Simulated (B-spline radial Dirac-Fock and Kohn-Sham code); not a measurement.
## Isotope-shift constants of the inner levels of Eu²⁺

System: europium as Eu²⁺ in the configuration 1s2 2s2 2p6 3s2 3p6 3d10 4s2 4p6 4d10 4f7 5s2 5p6.

These are calculated numbers from a radial finite-basis atomic code; the model is first-order field-shift and mass-shift constants from Dirac-Fock ground and hole states with a Fermi nucleus; the mass shift has no relativistic recoil terms. A binding energy shifts by δE = F·δ⟨r²⟩ + (K_N + K_S)·δ(1/M); F is taken for a change of radius at fixed skin thickness and so holds the higher radial moments.

| level | F (meV/fm²) |
| --- | --- |
| K (1s) | -294.1 |
| L1 (2s) | -37.90 |
| L2 (2p1/2) | 0.4994 |
| L3 (2p3/2) | 1.824 |
| M1 (3s) | -8.098 |
| M2 (3p1/2) | 0.1498 |
| M3 (3p3/2) | 0.4737 |
| M4 (3d3/2) | 0.4339 |
| M5 (3d5/2) | 0.4186 |

The mass shift is not given and not included below: at this Z its relativistic corrections are large. It matters little for K lines but can be comparable with the field shift of L lines.

Field shifts alone in meV from A = 153 (mass 152.9212 u, rms radius 5.1115 fm); radii from Angeli and Marinova (2013).

| A | mass (u) | radius (fm) | Kα1 | Kα2 | Kβ1 | Lα1 |
| --- | --- | --- | --- | --- | --- | --- |
| 139 | 138.9298 | 4.976 | +404.4 | +402.6 | +402.6 | -1.9 |
| 140 | 139.9281 | 4.9695 | ? | ? | ? | ? |
| 141 | 140.9249 | 4.9697 | +423.0 | +421.1 | +421.1 | -2.0 |
| 142 | 141.9234 | 4.9607 | +449.4 | +447.4 | +447.4 | -2.1 |
| 143 | 142.9203 | 4.9636 | +440.9 | +438.9 | +438.9 | -2.1 |
| 145 | 144.9163 | 4.9663 | +433.0 | +431.0 | +431.0 | -2.1 |
| 147 | 146.9168 | 4.9938 | +351.9 | +350.4 | +350.3 | -1.7 |
| 148 | 147.9181 | 5.0045 | +320.3 | +318.8 | +318.8 | -1.5 |
| 158 | 157.9278 | 5.1413 | -90.4 | -90.0 | -90.0 | +0.4 |
| 159 | 158.9291 | 5.1498 | -116.3 | -115.8 | -115.8 | +0.6 |

**Question.** What are the shifts for A = 140?

**Answer.** Kα1 +423.6 meV; Kα2 +421.7 meV; Kβ1 +421.6 meV; Lα1 -2.0 meV.
